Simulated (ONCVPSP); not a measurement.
# u(r) = r·R(r): atom against pseudo-atom (N (Z = 7))

Columns: radius, all-electron u(r) and pseudo u(r) of the 2p shell (level -7.51 eV) of nitrogen in the configuration [He] 2s1 2p4; PBE, scalar-relativistic, ONCV scheme, ONCVPSP 4.0.1.

| r (bohr) | all-electron | pseudo |
| --- | --- | --- |
| 0.082 | 0.0522 | 0.0232 |
| 0.165 | 0.1624 | 0.0906 |
| 0.248 | 0.2869 | 0.1921 |
| 0.330 | 0.4038 | 0.3122 |
| 0.413 | 0.5071 | 0.4386 |
| 0.495 | 0.5916 | 0.5547 |
| 0.578 | 0.6595 | 0.6532 |
| 0.660 | 0.7104 | 0.7265 |
| 0.742 | 0.7465 | 0.7750 |
| 0.825 | 0.7697 | 0.8016 |
| 0.908 | 0.7815 | 0.8103 |
| 0.990 | 0.7838 | 0.8062 |
| 1.072 | 0.7788 | 0.7939 |
| 1.155 | 0.7676 | 0.7765 |
| 1.238 | 0.7517 | 0.7562 |
| 1.320 | 0.7324 | 0.7344 |
| 1.402 | 0.7105 | 0.7112 |
| 1.485 | 0.6865 | 0.6867 |
| 1.568 | 0.6613 | 0.6613 |
| 1.650 | 0.6355 | 0.6355 |
| 1.733 | 0.6091 | 0.6091 |
| 1.815 | 0.5830 | 0.5830 |
| 1.898 | 0.5567 | 0.5567 |
| 1.980 | 0.5312 | 0.5312 |
| 2.062 | 0.5062 | 0.5062 |
| 2.145 | 0.4815 | 0.4815 |

Q: How many radial nodes do the two functions have?

A: The all-electron 2p function has n − l − 1 = 0; the pseudo-wave has 0.

Q: At about which radius was the pseudo-wave matched?

A: 1.65 bohr. The columns agree to 0.0005 from 1.49 bohr on; several derivatives are matched, so the curves merge somewhat inside the radius.

Q: Where does each function peak?

A: Outermost all-electron maximum near 0.99 bohr, pseudo maximum near 0.91 bohr (to the table’s step).

Q: Is the pseudo-wave norm-conserving?

A: Yes: the ONCV scheme keeps the norm inside the radius equal to the all-electron one, which fixes the energy derivative of the logarithmic derivative at the level.
